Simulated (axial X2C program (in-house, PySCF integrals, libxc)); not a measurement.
# CuC: nuclear properties from DFT to coupled cluster

Computed with an axial X2C code built on PySCF integrals: two-component X2C with atomic mean-field Coulomb and Gaunt terms, Gaussian nuclei, basis Cu dyall-acv3z, C dyall-av3z with contracted cores.

R = 1.785 Å (near the PBE0 minimum at charge 0 of the determinant lowest at the starting distance; the state shown can have its own minimum elsewhere); state Ω = 3/2 (⟨Sz⟩ = 1.50, ⟨Lz⟩ = 0.00 at PBE0).

```csv
level,Eeff magnitude (GV/cm),Ws magnitude Cu (kHz),A∥/gI Cu (MHz),qzz Cu (a.u.),A∥/gI C (MHz),μ (D)
PBE0,0.525,0.123,873,0.72,64.6,-3.65
HF,0.715,0.185,511,-0.45,86.9,-4.83
B3LYP,0.386,0.082,953,0.89,76.7,-3.43
```

Eeff is the effective electric field on the electron electric dipole moment in this Ω state and Ws the scalar–pseudoscalar constant of the nucleus named (defined with the proton number Z and per Ω); A∥ (defined per Ω) follows by multiplying with gI = μI/(I μN); qzz is the electric field gradient, eQq0 = 234.96 MHz × Q/barn × qzz; μ is positive if the C end (last atom) is positive. The operators were transformed with the bare-nucleus X2C matrices; with these basis sets, hyperfine constants and field gradients can be off by tens of per cent, and where levels differ in sign neither size nor sign is settled.

Finite-field MP2, CCSD and CCSD(T), with 23 electrons correlated in 130 natural virtual spinors (MP2 remainder added):

```json
{"level": "MP2", "Eeff magnitude (GV/cm)": "0.633", "Ws magnitude Cu (kHz)": "0.162", "A∥/gI Cu (MHz)": "764", "qzz Cu (a.u.)": "0.39", "A∥/gI C (MHz)": "96.7", "μ (D)": "-3.73"}
{"level": "CCSD", "Eeff magnitude (GV/cm)": "0.707", "Ws magnitude Cu (kHz)": "0.178", "A∥/gI Cu (MHz)": "759", "qzz Cu (a.u.)": "0.30", "A∥/gI C (MHz)": "71.1", "μ (D)": "-4.08"}
{"level": "CCSD(T)", "Eeff magnitude (GV/cm)": "0.653", "Ws magnitude Cu (kHz)": "0.162", "A∥/gI Cu (MHz)": "812", "qzz Cu (a.u.)": "0.53", "A∥/gI C (MHz)": "74.4", "μ (D)": "-3.83"}
```

T1 = 0.026 (Lee–Taylor). One unrestricted determinant, the lowest of a limited PBE0 search, is the reference; the functionals treat spin collinearly. With several open shells it need not be a pure state. Correlation of the inner shells is missing, which matters for properties at the nucleus. Number of frozen shells: Cu 2 s, 1 p; C 1 s.

Task: By how much does correlation change each value, CCSD(T) against HF?

Result: Eeff magnitude -9 %; Ws magnitude Cu -12 %; A∥/gI Cu 59 %; qzz Cu from -0.45 to 0.53, a change of sign; A∥/gI C -14 %; μ -21 %.
